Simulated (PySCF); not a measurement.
AlClBr2, SMILES [Cl][Al]([Br])[Br]. Geometry: r2SCAN-D4/def2-SVP. The structure was generated by enumeration; whether it is a known compound was not checked.

These are r2SCAN-D4/def2-SVP run with PySCF 2.14.0 values and carry that method's errors.

Harmonic wavenumbers (cm⁻¹): 101, 121, 182, 277, 523, 600. Rotational constants (GHz): 1.671, 0.8416, 0.5597; symmetry number 2.

Task: Work out the zero-point energy and the ideal-gas rigid-rotor harmonic-oscillator thermochemistry at 298.15 K and 1 atm.

Result: ZPE = ½ Σ hcν = ½ × 1804 cm⁻¹ = 2.58 kcal/mol. H − E(el) = 6.73 kcal/mol. Entropy in cal/(mol K): translation 42.10, rotation 29.01, vibration 11.43, total 82.54. G − E(el) = -17.88 kcal/mol. Cp = 17.64 cal/(mol K). Modes under 150 cm⁻¹ make the vibrational entropy uncertain.
